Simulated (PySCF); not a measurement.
C4HCl2F, SMILES C(C(F)=C(Cl)Cl)#C.

The structure is a stationary point at PBE-D3(BJ)/def2-SVP. The structure was generated by enumeration, and PubChem lists no compound with its InChIKey, so it may never have been made.

Level of theory: PBE-D3(BJ)/def2-SVP run with PySCF.

Frequencies are harmonic and unscaled.

Computed harmonic wavenumbers and intensities:
| mode | ν (cm⁻¹) | IR (km/mol) | moving atoms (share of kinetic energy) |
|---|---|---|---|
| 1 | 96 | 0.8 | Cl 37 %, C 30 %, F 26 % |
| 2 | 119 | 0.8 | C 52 %, Cl 32 %, H 11 % |
| 3 | 222 | 2.1 | F 42 %, Cl 41 %, C 15 % |
| 4 | 258 | 0.8 | C 69 %, F 20 % |
| 5 | 273 | 1.2 | Cl 64 %, C 29 % |
| 6 | 394 | 0.1 | C 93 % |
| 7 | 417 | 2.1 | F 35 %, Cl 35 %, C 29 % |
| 8 | 459 | 6.1 | Cl 51 %, C 46 % |
| 9 | 591 | 15.5 | C 56 %, H 43 % |
| 10 | 604 | 7.0 | C 54 %, F 32 %, Cl 12 % |
| 11 | 612 | 27.0 | C 62 %, H 36 % |
| 12 | 692 | 25.5 | H 77 %, C 23 % |
| 13 | 918 | 91.1 | C 85 %, Cl 9 % |
| 14 | 970 | 155.3 | C 76 %, F 16 % |
| 15 | 1265 | 79.2 | C 84 %, F 15 % |
| 16 | 1607 | 18.4 | C 99 % |
| 17 | 2147 | 7.1 | C 92 %, H 8 % |
| 18 | 3404 | 104.0 | H 86 %, C 14 % |
